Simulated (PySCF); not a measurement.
Job file and geometry (Å, from GFN2-xTB) of an NMR shielding run on `P(CC#C)(C=C)C(=O)OC`, C7H9O2P, GIAO PBE0/pcSseg-1 NMR shielding, non-relativistic, gas phase in PySCF; density fitting, a coarse starting grid and PySCF grid level 2 are the driver's defaults:

```
$ OMP_NUM_THREADS=1 python probes_run.py task.json out

{"job": {"kind": "nmr", "xc": "PBE0", "basis": "pcSseg-1"}, "charge": 0, "multiplicity": 1}
C     -3.801685     0.166227     1.371166
C     -2.859721    -0.164625     0.709997
C     -1.721013    -0.548352    -0.085964
P     -0.134631    -0.521987     0.903094
C      0.315778     1.237523     0.859393
C     -0.541937     2.243663     0.792423
C      0.953538    -1.065194    -0.489884
O      0.596897    -1.740106    -1.419006
O      2.202416    -0.673494    -0.258486
C      3.190335    -1.093766    -1.194390
H     -4.632532     0.450761     1.944495
H     -1.616777     0.112841    -0.953053
H     -1.842021    -1.578007    -0.438287
H      1.378059     1.410660     0.982910
H     -0.209307     3.269031     0.824322
H     -1.605294     2.088181     0.710538
H      2.960063    -0.700769    -2.186603
H      3.220386    -2.183618    -1.243985
H      4.137644    -0.699719    -0.836141
```

Q: What does the program print?

A: 
```
coarse grid: 16984 points
cycle   1  E = -762.9398072441  dE =  1.552e+00  |g| = 9.149e-01  |ddm| = 4.220e+00
cycle   2  E = -762.5783744448  dE =  3.614e-01  |g| = 1.657e+00  |ddm| = 1.917e+00
cycle   3  E = -763.0867383268  dE = -5.084e-01  |g| = 2.986e-01  |ddm| = 1.386e+00
cycle   4  E = -763.1029555873  dE = -1.622e-02  |g| = 1.037e-01  |ddm| = 2.851e-01
cycle   5  E = -763.1047445097  dE = -1.789e-03  |g| = 2.537e-02  |ddm| = 8.024e-02
cycle   6  E = -763.1048785728  dE = -1.341e-04  |g| = 6.703e-03  |ddm| = 2.579e-02
cycle   7  E = -763.1048862971  dE = -7.724e-06  |g| = 3.714e-03  |ddm| = 8.084e-03
cycle   8  E = -763.1048894822  dE = -3.185e-06  |g| = 9.367e-04  |ddm| = 3.078e-03
final grid: 161152 points
cycle   9  E = -763.1881185034  dE = -3.543e-05  |g| = 1.389e-02  |ddm| = 4.701e-02
cycle  10  E = -763.1880814974  dE =  3.701e-05  |g| = 1.998e-02  |ddm| = 2.305e-02
cycle  11  E = -763.1881555322  dE = -7.403e-05  |g| = 2.727e-03  |ddm| = 1.417e-02
cycle  12  E = -763.1881569328  dE = -1.401e-06  |g| = 5.676e-04  |ddm| = 2.169e-03
cycle  13  E = -763.1881569892  dE = -5.636e-08  |g| = 1.971e-04  |ddm| = 5.898e-04
cycle  14  E = -763.1881569966  dE = -7.376e-09  |g| = 4.919e-05  |ddm| = 1.849e-04
cycle  15  E = -763.1881569971  dE = -5.653e-10  |g| = 1.617e-05  |ddm| = 7.387e-05
converged SCF energy = -763.1881569971

GIAO shielding tensors (ppm)
atom      isotropic    diamagn.    paramagn.     s11        s22        s33       span
  0 C      108.888     257.598    -148.710     37.215     38.912    250.537    213.322
  1 C      102.145     258.064    -155.918      3.579      6.432    296.425    292.847
  2 C      168.011     253.143     -85.132    155.417    172.338    176.278     20.861
  3 P      344.022     967.316    -623.295    287.954    343.012    401.099    113.145
  4 C       40.877     263.206    -222.329    -69.405     42.634    149.403    218.809
  5 C       57.420     254.810    -197.390    -57.661     57.683    172.238    229.899
  6 C        0.537     259.780    -259.243    -93.688     29.344     65.956    159.644
  7 O     -125.010     403.439    -528.449   -451.840   -222.705    299.514    751.354
  8 O      137.895     403.878    -265.982    -50.348    225.156    238.878    289.227
  9 C      132.898     241.622    -108.724    101.545    117.719    179.431     77.886
 10 H       30.164      34.065      -3.901     24.861     24.995     40.637     15.777
 11 H       28.804      31.397      -2.593     24.138     29.029     33.245      9.107
 12 H       28.578      28.990      -0.413     22.220     28.766     34.748     12.528
 13 H       24.766      33.171      -8.405     22.705     23.721     27.872      5.166
 14 H       25.647      29.759      -4.112     22.981     24.573     29.386      6.406
 15 H       25.230      32.414      -7.184     22.184     23.924     29.583      7.399
 16 H       27.762      28.349      -0.587     23.778     25.683     33.826     10.047
 17 H       27.709      26.666       1.043     23.793     25.494     33.839     10.045
 18 H       27.924      27.234       0.690     24.048     26.357     33.366      9.318
```

Size and cost of the density-fitted run: 222 basis functions, of the order of 2.1 core-minutes.
